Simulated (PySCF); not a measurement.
ZnI, SMILES [Zn+][I], charge +1. Heavy atoms are numbered as in [Zn+:1][I:2].

Geometry: r2SCAN-D4/def2-TZVP. The spin state was assumed, not searched. The def2 effective core potentials stand for the cores of I; spin–orbit coupling is left out.

Computed with B3LYP/def2-TZVPD (PySCF).

Mulliken values depend strongly on the basis, most of all with diffuse functions as here. ESP charges are fitted to the potential on shells at 1.4 to 2.0 van der Waals radii. Atomic charges (e), one atom of each kind:

| atom | Mulliken | ESP fit |
|---|---|---|
| Zn1 | 0.61 | ? |
| I2 | 0.39 | ? |

Fill in the missing entries. (The exact figures need the calculation; the answer reports its results.)


- Zn1, ESP fit: 0.95
- I2, ESP fit: 0.05
